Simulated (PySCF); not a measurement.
# Spinor energies of Ni (nickel, neutral)

Start: [Ar] 3d7 4s2 4p1; 3d3/2 filled at m_j = +1/2, +3/2; 3d5/2 filled at m_j = -3/2, -1/2, +1/2, +3/2, +5/2; 4p3/2 filled at m_j = +3/2. Calculated with PySCF 2.14 in x2c-TZVPall-2c with one added diffuse shell each of s, p, d type (7s8p5d1f, 63 functions): generalised Hartree-Fock with the X2C-1e Hamiltonian and a Gaussian nucleus; one run each with spin-orbit coupling (SO) switched off, then screened by Boettger's factors. This is a chosen level, not necessarily the ground level.

```tsv
spinor shell	electrons	ε, spin-free (eV)	ε, screened SO (eV)	weight of nominal j (screened SO)	rms radius, screened SO (bohr)
1s1/2	2	-8411.3	-8411.2	1.000	0.0624
2s1/2	2	-1060.6	-1060.5	1.000	0.265
2p1/2	2	-909.60	-922.11	0.996	0.236
3s1/2	2	-144.77	-144.78	1.000	0.788
3p1/2	2	-98.009	-103.83	0.649	0.832
3p3/2	4	-98.009	-95.140	0.825	0.841
3d5/2	5	-27.970	-29.193	0.576	1.01
3d3/2	2	-27.970	-25.023	0.673	1.04
4s1/2	2	-10.633	-10.645	0.991	2.87
4p3/2	1	-5.591	-5.563	1.000	3.86
```

Question: Where does 2p3/2 lie, and what is the 2p spin-orbit splitting (screened SO)?

Answer: At -903.47 eV, 18.641 eV above 2p1/2.

```json
{"quantity": "E (hartree)", "spin-free": "-1518.84072", "screened SO": "-1518.87753"}
{"quantity": "M_J", "spin-free": "6", "screened SO": "6"}
{"quantity": "⟨J²⟩", "spin-free": "42.010", "screened SO": "42.009"}
{"quantity": "⟨L²⟩", "spin-free": "20.006", "screened SO": "20.037"}
{"quantity": "⟨S²⟩", "spin-free": "6.003", "screened SO": "5.992"}
```

Each row is a mean over spinors that exchange with the open shell spreads, by up to 13.466 eV (3p3/2).

Rows whose weight is well below 1 are mixtures of j = l ± 1/2: exchange outweighs spin-orbit coupling there, and the label is only the starting occupation.

Without spin-orbit coupling the j labels of p, d and f shells carry no meaning; the spin-free column gives the mean over the occupied spinors of each nl shell.
